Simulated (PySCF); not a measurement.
B(F)(I)(OH) (BFHIO), SMILES OB(I)F.

Geometry: PBE-D3(BJ)/def2-SVP. The def2 effective core potentials stand for the cores of I; spin–orbit coupling is left out. The values are those of a single conformer.

Computed with PBE-D3(BJ)/def2-SVP in PySCF 2.14.0.

Frequencies are harmonic and unscaled.

Computed vibrational spectrum:
```csv
mode,ν (cm⁻¹),IR (km/mol),Raman (Å⁴/amu),depolarisation,moving atoms (share of kinetic energy)
1,255,1.0,1.5,0.70,"F 46 %, O 32 %, B 14 %"
2,297,3.0,2.9,0.37,"O 37 %, F 31 %, I 24 %"
3,461,27.9,0.3,0.75,"H 50 %, B 47 %"
4,555,93.7,8.5,0.12,"B 28 %, F 28 %, O 22 %, H 20 %"
5,583,114.4,6.2,0.75,"H 44 %, B 38 %, O 14 %"
6,957,144.2,3.1,0.51,"H 55 %, O 26 %, F 15 %"
7,1199,363.2,2.1,0.70,"B 59 %, H 19 %, F 13 %"
8,1427,287.8,0.6,0.03,"B 71 %, O 20 %, F 8 %"
9,3697,78.9,252.1,0.31,H 94 %
```
